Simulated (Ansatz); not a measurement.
Species: sum formula NbOF2, charge 0, multiplicity 2. The spin state was set by rule; other spins were not relaxed. 
Coordinates optimised at B3LYP-D3(BJ)/def2-TZVP (Ansatz, a quantum-chemistry and plane-wave program):
```xyz
4

Nb    -0.0335     0.0158     0.0687
O     -1.2578    -1.1452    -0.1293
F     -0.3476     1.6368    -0.8462
F      1.6181    -0.6910     0.6482
```
Charge 0, spin multiplicity 2.

Wanted: vertical ionisation energy (to the singlet state of charge +1; each state is the SCF solution reached for its spin; for the singlet the Hartree-Fock reference is unstable and T1 is 0.030), in eV. Correlated levels leave the core frozen unless marked. UHF or UKS for open shells. Spin-orbit coupling is left out. The frozen core is the preceding noble-gas configuration, with the filled d and f shells of earlier blocks. Past Kr the def2 sets carry scalar-relativistic core potentials. CBS marks a two-point X^-3 extrapolation of the correlation energy; Hartree-Fock from the larger set. [CCSD(T)-MP2]/basis is that difference in the basis named.

```json
[
 {"level": "HF/def2-SVPD", "program": "Ansatz", "vertical ionisation energy (eV)": "9.64"},
 {"level": "HF/def2-TZVPPD", "program": "Ansatz", "vertical ionisation energy (eV)": "9.50"},
 {"level": "SVWN5/def2-TZVPD", "program": "Ansatz", "vertical ionisation energy (eV)": "9.14"},
 {"level": "PBE/def2-TZVPD", "program": "Ansatz", "vertical ionisation energy (eV)": "8.95"},
 {"level": "r2SCAN/def2-TZVPD", "program": "Ansatz", "vertical ionisation energy (eV)": "9.16"},
 {"level": "B3LYP/def2-TZVPD", "program": "Ansatz", "vertical ionisation energy (eV)": "9.35"},
 {"level": "PBE0/def2-TZVPD", "program": "Ansatz", "vertical ionisation energy (eV)": "9.29"}
]
```

Problem. Estimate the value at RI-MP2/CBS(def2-TZVPPD,def2-QZVPPD)+[CCSD(T)-MP2]/def2-SVPD as computed with Ansatz.

Solution. 9.13 eV, so PBE0/def2-TZVPD differs from it by 0.16 eV.
